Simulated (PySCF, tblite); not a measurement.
Isomers of C4H9FNSi2 (doublet state). Computed with GFN2-xTB (tblite): harmonic, unscaled wavenumbers at the GFN2-xTB geometry, gas phase. This tight-binding method is rough: wavenumbers can miss measured ones by several per cent, in bad cases by 10 to 20. Modes of hydrogen on silicon can be 10 to 20 % off. One conformer each. Open shells enter through the occupations alone, without spin polarisation, and single modes of such species can be off by tens of per cent.

Electronic energies: B3LYP/pcH-1 single points on the GFN2-xTB geometries (PySCF, gas phase).

| SMILES | electronic energy, lowest = 0 (kJ/mol) |
| --- | --- |
| C#C[SiH2]C[Si@@H](F)[N]C | 80.0 |
| C#C[SiH]C[Si@@H](F)NC | 0.0 |
| C#C[SiH2][CH][Si@@H](F)NC | 34.0 |

Task: How do GFN2-xTB zero-point energies change the relative energies?

Result: 
```tsv
SMILES	ZPE (kJ/mol)	of it from modes above 1550 cm⁻¹	electronic (kJ/mol)	with ZPE, lowest = 0 (kJ/mol)	lowest mode (cm⁻¹)	rings
C#C[SiH]C[Si@@H](F)NC	309.0	169.4	0.0	0.0	28	0
C#C[SiH2][CH][Si@@H](F)NC	296.7	165.4	34.0	21.7	17	0
C#C[SiH2]C[Si@@H](F)[N]C	295.4	161.4	80.0	66.5	30	0
```

The zero-point energies span 13.6 kJ/mol, from `C#C[SiH2]C[Si@@H](F)[N]C` to `C#C[SiH]C[Si@@H](F)NC`. The order is unchanged.

Task: And how do the electronic energies of GFN2-xTB itself compare?

Result: `C#C[SiH]C[Si@@H](F)NC` 0.0; `C#C[SiH2][CH][Si@@H](F)NC` 53.2; `C#C[SiH2]C[Si@@H](F)[N]C` 37.0 kJ/mol, lowest = 0. Against the energies above, taken from the same isomer `C#C[SiH]C[Si@@H](F)NC`, the largest difference is 43.0 kJ/mol.
